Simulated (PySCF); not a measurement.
# Si2BH4ClF2

The system: Si2BH4ClF2, a small molecule; neutral, singlet. The structure, one conformer, was relaxed in the gas phase by PBE0-D3(BJ)/def2-SVP. No frequency run checks that it is a minimum.

SMILES: F[Si](F)(Cl)B[SiH3]

Coordinates in Å:
```
Si1    -1.714   -0.170   -0.215
F2     -1.993   -0.902    1.193
F3     -2.790   -0.790   -1.239
B4      0.182   -0.152   -0.784
Si5     1.703    0.018    0.523
Cl6    -2.115    1.832    0.011
H7      0.423   -0.097   -1.966
H8      1.299   -0.156    1.950
H9      2.752   -0.994    0.181
H10     2.292    1.384    0.346
```

Shieldings: GIAO PBE0/pcSseg-2. Shifts are against computed references at the same level: H TMS (σ 31.24 ppm), Si TMS (σ 341.3 ppm). Core levels by delta-SCF with SCAN, pcX-2 on the ionised atom and pcseg-1 elsewhere, spin-free X2C (2p3/2 is the spin-free 2p value less a third of a first-order spin-orbit splitting); from the vacuum level, for chosen atoms.

Give the shieldings and core levels atom by atom.


```json
{"atoms": "Si1", "bonded to": "1 B + 1 Cl + 2 F", "σ (ppm)": "367.7", "δ (ppm)": "-26.4", "core level (eV)": "2p3/2 109.45"}
{"atoms": "F2", "bonded to": "1 Si", "σ (ppm)": "300.4", "δ (ppm)": "-", "core level (eV)": "1s 692.99"}
{"atoms": "F3", "bonded to": "1 Si", "σ (ppm)": "300.8", "δ (ppm)": "-", "core level (eV)": "1s 692.94"}
{"atoms": "B4", "bonded to": "2 Si + 1 H", "σ (ppm)": "-35.5", "δ (ppm)": "-", "core level (eV)": "-"}
{"atoms": "Si5", "bonded to": "1 B + 3 H", "σ (ppm)": "440.3", "δ (ppm)": "-99.0", "core level (eV)": "-"}
{"atoms": "Cl6", "bonded to": "1 Si", "σ (ppm)": "868.0", "δ (ppm)": "-", "core level (eV)": "2p3/2 206.56"}
{"atoms": "H7", "bonded to": "1 B", "σ (ppm)": "19.32", "δ (ppm)": "11.93", "core level (eV)": "-"}
{"atoms": "H8 H9 H10", "bonded to": "1 Si", "σ (ppm)": "27.23", "δ (ppm)": "4.01", "core level (eV)": "-"}
```

Values are those of this one static structure, with the three H of a rotating XH3 group averaged; atoms that internal rotation interchanges would show their mean in an NMR spectrum.

Core levels of B4 are left out, their hole states being strongly spin-contaminated.

By CAM-B3LYP/def2-SVPD (TDDFT singlets, Tamm-Dancoff triplets, ionisation by delta-SCF), where does absorption start, and what does vertical ionisation take?

The first singlet with intensity lies at 4.59 eV (f 0.009); what lies below it is dark. The lowest singlet lies at 3.67 eV (f 0.001), the strongest of the first 6 at 6.23 eV (f 0.075), the lowest triplet at 2.89 eV; vertical ionisation takes 10.91 eV.

The 3 runs behind this took 3.1 min in all, one thread each of Arm Neoverse V1 on a shared host, launched as `OMP_NUM_THREADS=1 python cluster_run.py task.json out`.
